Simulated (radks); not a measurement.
Spherical quantum dot in the effective-mass picture: electrons in a parabolic well V = omega^2 r^2 / 2 with omega = 0.635, all in effective atomic units (hartree* = m*/eps^2 hartree, bohr* = eps/m* bohr), one dielectric constant everywhere. Calculated with a radial shooting solver with Libxc functionals: non-relativistic Kohn-Sham, exchange-only LDA, spin-polarised, spherical densities. Levels are named by radial order and angular momentum (1s, 1p, 1d, 2s, ...), and open shells are averaged over m.

N = 10, configuration 1s2 1p6 1d(up 2, down 0). This is the lowest configuration that the search found. Occupied and some empty levels:

| level | occupation | eigenvalue (hartree*) | <r> (bohr*) |
|---|---|---|---|
| 1s up | 1 | 4.7771 | 1.974 |
| 1s down | 1 | 4.8104 | 1.935 |
| 1p up | 3 | 5.1086 | 2.442 |
| 1p down | 3 | 5.1549 | 2.423 |
| 1d up | 2 | 5.4921 | 2.782 |
| 1d down | 0 | 5.5440 | 2.777 |
| 2s up | 0 | 5.5948 | 2.424 |
| 2s down | 0 | 5.6282 | 2.440 |
| 1f up | 0 | 5.9165 | 3.061 |
| 1f down | 0 | 5.9697 | 3.065 |
| 2p up | 0 | 6.0520 | 2.768 |
| 2p down | 0 | 6.0869 | 2.775 |

Energy (hartree*): total 33.6678, kinetic 4.9754, external 12.881, Hartree 18.636, exchange-correlation -2.8246.
